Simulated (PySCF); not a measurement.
**Exercise with solution: oscillator strength and radiative lifetime**

CH6GeO, SMILES C[O][GeH3].

Geometry: ωB97X-D3(BJ)/def2-SVP.

TDA-PBE0/def2-SVPD in PySCF puts the first singlet state with f over 0.02 at 7.06 eV (vertical), with the transition dipole (0.000, 0.000, -0.493) in atomic units.

Problem. Find the oscillator strength, the wavelength and the radiative lifetime that this transition would have in vacuum if emission retraced absorption.

Solution. 
|μ|² = 0.2430 au, so |μ| = 1.25 D. ΔE = 7.06/27.211 = 0.2595 hartree. f = (2/3) ΔE |μ|² = 0.042 (the program prints 0.042).
λ = 1239.84/7.06 = 176 nm; ν = 56943 cm⁻¹.
Einstein's coefficient A = 0.6670 ν² f s⁻¹ (ν in cm⁻¹) = 9.1e7 s⁻¹, so τ = 1/A = 11 ns. This state is S2; the lower singlet has f = 0.000. The figure is the radiative limit of this one transition; relaxation, internal conversion, crossing to triplets and a medium change what is measured.
